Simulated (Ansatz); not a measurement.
Computed with PBE-D3(BJ)/def2-SVP run with Ansatz (a quantum-chemistry and plane-wave program). No frequencies were computed at this level.

Ansatz 0.2 input:
```yaml
crystal:
  periodic: [false, false, false]
  atoms:
    - { symbol: N, position_ang: [0.346451, 4.18602, -0.082656] }
    - { symbol: C, position_ang: [0.24643, 3.044039, -0.059629] }
    - { symbol: C, position_ang: [0.109471, 1.639028, -0.031252] }
    - { symbol: C, position_ang: [-1.151692, 1.054134, -0.035844] }
    - { symbol: C, position_ang: [-1.323861, -0.331981, -0.005128] }
    - { symbol: Si, position_ang: [-3.063601, -1.071963, -0.037084] }
    - { symbol: C, position_ang: [-0.200572, -1.142616, 0.02862] }
    - { symbol: C, position_ang: [1.081576, -0.594132, 0.033622] }
    - { symbol: C, position_ang: [2.347866, -1.253567, 0.068271] }
    - { symbol: C, position_ang: [3.382393, -0.389399, 0.064956] }
    - { symbol: S, position_ang: [2.901353, 1.276233, 0.019819] }
    - { symbol: C, position_ang: [1.231877, 0.805378, 0.003861] }
    - { symbol: H, position_ang: [-2.018137, 1.699066, -0.061898] }
    - { symbol: H, position_ang: [-3.951836, -0.204663, 0.73642] }
    - { symbol: H, position_ang: [-3.513547, -1.150699, -1.428785] }
    - { symbol: H, position_ang: [-3.000443, -2.409656, 0.552476] }
    - { symbol: H, position_ang: [-0.309337, -2.217208, 0.05363] }
    - { symbol: H, position_ang: [2.454795, -2.323053, 0.093969] }
    - { symbol: H, position_ang: [4.430815, -0.614963, 0.08663] }
basis:
  gaussian: { orbitals: def2-svp }
hamiltonian:
  xc: pbe
  dispersion: d3bj
relax:
  max_steps: 150
```

Output:

```
[...]
reference -29613.25395109 eV, -1088.2670101181 hartree; 49, 49 occupied and 162, 162 virtual orbitals, 2401 factors
relax step   4: F+E_penalty+E_count = -29613.96867029 eV  Δ(F+E_penalty+E_count) = -1.893e-4 eV  max|allowed force component| = 2.525e-2 eV/Å  Δτ_max = 0.0066 Å  (36 SCF iters, accepted)
these checks for a lower state are left out or cut short: starts, cluster_reference, orbital_swaps, neighbouring_geometries, increment
2401 factors; their error is unknown
mean field -29613.25407220 eV, -1088.2670145688 hartree, gradient 1.9e-5 eV, S^2 0.000000; 0 other end points of the search recorded, 0 dependent functions left out
reference -29613.25411668 eV, -1088.2670162034 hartree; 49, 49 occupied and 162, 162 virtual orbitals, 2401 factors
relax step   5: F+E_penalty+E_count = -29613.96908409 eV  Δ(F+E_penalty+E_count) = -4.138e-4 eV  max|allowed force component| = 2.674e-2 eV/Å  Δτ_max = 0.0207 Å  (36 SCF iters, accepted)
these checks for a lower state are left out or cut short: starts, cluster_reference, orbital_swaps, neighbouring_geometries, increment
2401 factors; their error is unknown
mean field -29613.25426121 eV, -1088.2670215149 hartree, gradient 1.9e-5 eV, S^2 0.000000; 0 other end points of the search recorded, 0 dependent functions left out
reference -29613.25430569 eV, -1088.2670231494 hartree; 49, 49 occupied and 162, 162 virtual orbitals, 2401 factors
relax step   6: F+E_penalty+E_count = -29613.96922966 eV  Δ(F+E_penalty+E_count) = -1.456e-4 eV  max|allowed force component| = 6.390e-3 eV/Å  Δτ_max = 0.0214 Å  (36 SCF iters, accepted)
these checks for a lower state are left out or cut short: starts, cluster_reference, orbital_swaps, neighbouring_geometries, increment
2401 factors; their error is unknown
mean field evaluation 64: about -29613.2544 eV, gradient 1.9e-5 eV
mean field -29613.25442365 eV, -1088.2670274842 hartree, gradient 1.9e-5 eV, S^2 0.000000; 0 other end points of the search recorded, 0 dependent functions left out
reference -29613.25446811 eV, -1088.2670291181 hartree; 49, 49 occupied and 162, 162 virtual orbitals, 2401 factors
relax step   7: F+E_penalty+E_count = -29613.96940122 eV  Δ(F+E_penalty+E_count) = -1.716e-4 eV  max|allowed force component| = 3.153e-2 eV/Å  Δτ_max = 0.0527 Å  (35 SCF iters, accepted)
these checks for a lower state are left out or cut short: starts, cluster_reference, orbital_swaps, neighbouring_geometries, increment
2401 factors; their error is unknown
mean field -29613.25458355 eV, -1088.2670333604 hartree, gradient 1.9e-5 eV, S^2 0.000000; 0 other end points of the search recorded, 0 dependent functions left out
reference -29613.25462800 eV, -1088.2670349941 hartree; 49, 49 occupied and 162, 162 virtual orbitals, 2401 factors
relax step   8: F+E_penalty+E_count = -29613.96950483 eV  Δ(F+E_penalty+E_count) = -1.036e-4 eV  max|allowed force component| = 3.255e-2 eV/Å  Δτ_max = 0.0339 Å  (36 SCF iters, accepted)
these checks for a lower state are left out or cut short: starts, cluster_reference, orbital_swaps, neighbouring_geometries, increment
2401 factors; their error is unknown
mean field -29613.25465299 eV, -1088.2670359123 hartree, gradient 1.9e-5 eV, S^2 0.000000; 0 other end points of the search recorded, 0 dependent functions left out
reference -29613.25469742 eV, -1088.2670375452 hartree; 49, 49 occupied and 162, 162 virtual orbitals, 2401 factors
relax step   9: F+E_penalty+E_count = -29613.96963353 eV  Δ(F+E_penalty+E_count) = -1.287e-4 eV  max|allowed force component| = 3.951e-2 eV/Å  Δτ_max = 0.0398 Å  (35 SCF iters, accepted)
these checks for a lower state are left out or cut short: starts, cluster_reference, orbital_swaps, neighbouring_geometries, increment
2401 factors; their error is unknown
mean field -29613.25482064 eV, -1088.2670420733 hartree, gradient 1.9e-5 eV, S^2 0.000000; 0 other end points of the search recorded, 0 dependent functions left out
reference -29613.25486507 eV, -1088.2670437062 hartree; 49, 49 occupied and 162, 162 virtual orbitals, 2401 factors
relax step  10: F+E_penalty+E_count = -29613.96977156 eV  Δ(F+E_penalty+E_count) = -1.380e-4 eV  max|allowed force component| = 3.905e-2 eV/Å  Δτ_max = 0.0194 Å  (37 SCF iters, accepted)
these checks for a lower state are left out or cut short: starts, cluster_reference, orbital_swaps, neighbouring_geometries, increment
2401 factors; their error is unknown
mean field -29613.25502800 eV, -1088.2670496938 hartree, gradient 1.9e-5 eV, S^2 0.000000; 0 other end points of the search recorded, 0 dependent functions left out
reference -29613.25507243 eV, -1088.2670513266 hartree; 49, 49 occupied and 162, 162 virtual orbitals, 2401 factors
relax step  11: F+E_penalty+E_count = -29613.96998889 eV  Δ(F+E_penalty+E_count) = -2.173e-4 eV  max|allowed force component| = 2.414e-2 eV/Å  Δτ_max = 0.0382 Å  (36 SCF iters, accepted)
these checks for a lower state are left out or cut short: starts, cluster_reference, orbital_swaps, neighbouring_geometries, increment
2401 factors; their error is unknown
mean field evaluation 96: about -29613.2549 eV, gradient 4.0e-1 eV
mean field -29613.25520709 eV, -1088.2670562751 hartree, gradient 1.9e-5 eV, S^2 0.000000; 0 other end points of the search recorded, 0 dependent functions left out
reference -29613.25525151 eV, -1088.2670579078 hartree; 49, 49 occupied and 162, 162 virtual orbitals, 2401 factors
relax step  12: F+E_penalty+E_count = -29613.97014432 eV  Δ(F+E_penalty+E_count) = -1.554e-4 eV  max|allowed force component| = 2.071e-2 eV/Å  Δτ_max = 0.0626 Å  (35 SCF iters, accepted)
these checks for a lower state are left out or cut short: starts, cluster_reference, orbital_swaps, neighbouring_geometries, increment
2401 factors; their error is unknown
mean field -29613.25530125 eV, -1088.2670597355 hartree, gradient 1.9e-5 eV, S^2 0.000000; 0 other end points of the search recorded, 0 dependent functions left out
reference -29613.25534568 eV, -1088.2670613682 hartree; 49, 49 occupied and 162, 162 virtual orbitals, 2401 factors
relax step  13: F+E_penalty+E_count = -29613.97017571 eV  Δ(F+E_penalty+E_count) = -3.139e-5 eV  max|allowed force component| = 3.908e-2 eV/Å  Δτ_max = 0.0490 Å  (35 SCF iters, accepted)
these checks for a lower state are left out or cut short: starts, cluster_reference, orbital_swaps, neighbouring_geometries, increment
2401 factors; their error is unknown
mean field -29613.25537807 eV, -1088.2670625585 hartree, gradient 1.9e-5 eV, S^2 0.000000; 0 other end points of the search recorded, 0 dependent functions left out
reference -29613.25542249 eV, -1088.2670641910 hartree; 49, 49 occupied and 162, 162 virtual orbitals, 2401 factors
relax step  14: F+E_penalty+E_count = -29613.97027418 eV  Δ(F+E_penalty+E_count) = -9.847e-5 eV  max|allowed force component| = 2.479e-2 eV/Å  Δτ_max = 0.0064 Å  (37 SCF iters, accepted)
these checks for a lower state are left out or cut short: starts, cluster_reference, orbital_swaps, neighbouring_geometries, increment
2401 factors; their error is unknown
mean field -29613.25541464 eV, -1088.2670639025 hartree, gradient 1.9e-5 eV, S^2 0.000000; 0 other end points of the search recorded, 0 dependent functions left out
reference -29613.25545905 eV, -1088.2670655347 hartree; 49, 49 occupied and 162, 162 virtual orbitals, 2401 factors
relax step  15: F+E_penalty+E_count = -29613.97034816 eV  Δ(F+E_penalty+E_count) = -7.398e-5 eV  max|allowed force component| = 8.311e-3 eV/Å  Δτ_max = 0.0057 Å  (37 SCF iters, accepted)
these checks for a lower state are left out or cut short: starts, cluster_reference, orbital_swaps, neighbouring_geometries, increment
2401 factors; their error is unknown
mean field evaluation 128: about -29613.2555 eV, gradient 1.9e-5 eV
mean field -29613.25546266 eV, -1088.2670656672 hartree, gradient 1.9e-5 eV, S^2 0.000000; 0 other end points of the search recorded, 0 dependent functions left out
reference -29613.25550707 eV, -1088.2670672993 hartree; 49, 49 occupied and 162, 162 virtual orbitals, 2401 factors
relax step  16: F+E_penalty+E_count = -29613.97041522 eV  Δ(F+E_penalty+E_count) = -6.706e-5 eV  max|allowed force component| = 5.045e-3 eV/Å  Δτ_max = 0.0268 Å  (36 SCF iters, accepted)
these checks for a lower state are left out or cut short: starts, cluster_reference, orbital_swaps, neighbouring_geometries, increment
2401 factors; their error is unknown
mean field -29613.25533264 eV, -1088.2670608892 hartree, gradient 1.9e-5 eV, S^2 0.000000; 0 other end points of the search recorded, 0 dependent functions left out
reference -29613.25537712 eV, -1088.2670625238 hartree; 49, 49 occupied and 162, 162 virtual orbitals, 2401 factors
relax step  17: F+E_penalty+E_count = -29613.97022232 eV  Δ(F+E_penalty+E_count) = +1.929e-4 eV  max|allowed force component| = 5.649e-2 eV/Å  Δτ_max = 0.1094 Å  (34 SCF iters, rejected (line search))
these checks for a lower state are left out or cut short: starts, cluster_reference, orbital_swaps, neighbouring_geometries, increment
2401 factors; their error is unknown
mean field -29613.25559696 eV, -1088.2670706025 hartree, gradient 1.9e-5 eV, S^2 0.000000; 0 other end points of the search recorded, 0 dependent functions left out
reference -29613.25564139 eV, -1088.2670722356 hartree; 49, 49 occupied and 162, 162 virtual orbitals, 2401 factors
relax step  18: F+E_penalty+E_count = -29613.97050125 eV  Δ(F+E_penalty+E_count) = -8.603e-5 eV  max|allowed force component| = 1.712e-2 eV/Å  Δτ_max = 0.0533 Å  (35 SCF iters, accepted)
these checks for a lower state are left out or cut short: starts, cluster_reference, orbital_swaps, neighbouring_geometries, increment
2401 factors; their error is unknown
mean field -29613.25555916 eV, -1088.2670692134 hartree, gradient 1.9e-5 eV, S^2 0.000000; 0 other end points of the search recorded, 0 dependent functions left out
reference -29613.25560362 eV, -1088.2670708474 hartree; 49, 49 occupied and 162, 162 virtual orbitals, 2401 factors
relax step  19: F+E_penalty+E_count = -29613.97050835 eV  Δ(F+E_penalty+E_count) = -7.102e-6 eV  max|allowed force component| = 2.359e-2 eV/Å  Δτ_max = 0.0454 Å  (35 SCF iters, accepted)
these checks for a lower state are left out or cut short: starts, cluster_reference, orbital_swaps, neighbouring_geometries, increment
2401 factors; their error is unknown
mean field -29613.25561693 eV, -1088.2670713364 hartree, gradient 1.9e-5 eV, S^2 0.000000; 0 other end points of the search recorded, 0 dependent functions left out
reference -29613.25566138 eV, -1088.2670729701 hartree; 49, 49 occupied and 162, 162 virtual orbitals, 2401 factors
relax step  20: F+E_penalty+E_count = -29613.97055606 eV  Δ(F+E_penalty+E_count) = -4.771e-5 eV  max|allowed force component| = 1.052e-2 eV/Å  Δτ_max = 0.0087 Å  (37 SCF iters, accepted)
these checks for a lower state are left out or cut short: starts, cluster_reference, orbital_swaps, neighbouring_geometries, increment
2401 factors; their error is unknown
mean field evaluation 160: about -29613.2556 eV, gradient 2.5e-4 eV
mean field -29613.25562628 eV, -1088.2670716802 hartree, gradient 1.9e-5 eV, S^2 0.000000; 0 other end points of the search recorded, 0 dependent functions left out
reference -29613.25567074 eV, -1088.2670733141 hartree; 49, 49 occupied and 162, 162 virtual orbitals, 2401 factors
relax step  21: F+E_penalty+E_count = -29613.97057331 eV  Δ(F+E_penalty+E_count) = -1.726e-5 eV  max|allowed force component| = 7.442e-3 eV/Å  Δτ_max = 0.0067 Å  (37 SCF iters, accepted)
2401 factors; their error is unknown
mean field -29613.25562628 eV, -1088.2670716802 hartree, gradient 2.2e-5 eV, S^2 0.000000; 1 other end points of the search recorded, 0 dependent functions left out
reference -29613.25567074 eV, -1088.2670733141 hartree; 49, 49 occupied and 162, 162 virtual orbitals, 2401 factors
Total energy: -29613.97061777 eV, -1088.2933471328 hartree
Atom 0 at     0.406786     4.248170    -0.205588 Å, force    -0.000269    -0.000116    -0.000232 eV/Å
Atom 1 at     0.266039     3.083521    -0.149612 Å, force    -0.000806     0.000116     0.000277 eV/Å
Atom 2 at     0.108070     1.662106    -0.080994 Å, force     0.002142     0.000169    -0.000622 eV/Å
Atom 3 at    -1.170887     1.072463    -0.082906 Å, force    -0.000209     0.001161    -0.001501 eV/Å
Atom 4 at    -1.343339    -0.333574    -0.014801 Å, force     0.001149    -0.003925     0.000743 eV/Å
Atom 5 at    -3.079673    -1.081557    -0.031543 Å, force    -0.003072     0.001030     0.000441 eV/Å
Atom 6 at    -0.207973    -1.159068     0.057671 Å, force    -0.000715     0.000757    -0.000004 eV/Å
Atom 7 at     1.093434    -0.606199     0.061860 Å, force    -0.000002    -0.000994    -0.002330 eV/Å
Atom 8 at     2.372803    -1.266345     0.129113 Å, force    -0.000914     0.000928     0.006176 eV/Å
Atom 9 at     3.420851    -0.381069     0.110774 Å, force     0.000988    -0.000372    -0.007442 eV/Å
Atom 10 at     2.917573     1.289089     0.009119 Å, force    -0.001428     0.000386     0.006066 eV/Å
Atom 11 at     1.240583     0.811495    -0.008408 Å, force     0.000087     0.000589    -0.002521 eV/Å
Atom 12 at    -2.043529     1.740854    -0.138424 Å, force    -0.000076    -0.000312     0.000804 eV/Å
Atom 13 at    -3.918546    -0.492125     1.069840 Å, force     0.001623    -0.000500    -0.000724 eV/Å
Atom 14 at    -3.767769    -0.802415    -1.340749 Å, force     0.000775     0.000662     0.000588 eV/Å
Atom 15 at    -2.964735    -2.568009     0.162055 Å, force     0.000353     0.000775    -0.000286 eV/Å
Atom 16 at    -0.319482    -2.253613     0.113361 Å, force     0.000039    -0.000114     0.000035 eV/Å
Atom 17 at     2.495988    -2.356041     0.188942 Å, force     0.000519     0.000108     0.000938 eV/Å
Atom 18 at     4.493810    -0.607683     0.150289 Å, force    -0.000183    -0.000347    -0.000404 eV/Å
Dipole moment:     0.162834    -0.909160     0.050842 e Å
```

Cost: very roughly 2.3 core-minutes.
